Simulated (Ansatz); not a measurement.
`CO[SiH2]S[SiH2]O` → `O[SiH2][S]`• + `CO[SiH2]`•  (homolysis of the S–Si bond)

Calculated with Ansatz (gas phase, PBE0-D4/def2-TZVP geometries, no zero-point term in ΔE). CBS: MP2 limit from def2 TZ/QZ plus the TZ coupled-cluster correction, frozen cores. DFT in def2-TZVPP. B3LYP here is the variant with VWN-RPA as its local correlation; programs differ in this. No spin–orbit coupling; open shells (•) take unrestricted orbitals. Each species was taken in one conformer, which may not be the lowest.

| level | ΔE (kJ/mol) |
| --- | --- |
| B3LYP-D4 | 386.9 |
| PBE0 | 383.8 |

(1) What does CCSD(T)/CBS give? (Best estimate.)

Largest T1 diagnostic among the species: 0.015.

Answers

(1) Ansatz gave: +414.5 kJ/mol. The listed levels differ from it by -27.6, -30.7 kJ/mol.

The D4 term adds +26.7 kJ/mol with B3LYP and +14.9 kJ/mol with PBE0; it sums over pairs of atoms, weighted by their polarisabilities, and B3LYP, whose exchange is more repulsive, gets the larger term. From PBE to PBE0 (25 % exact exchange), in def2-TZVPP and without D4, ΔE moves by +6.6 kJ/mol.
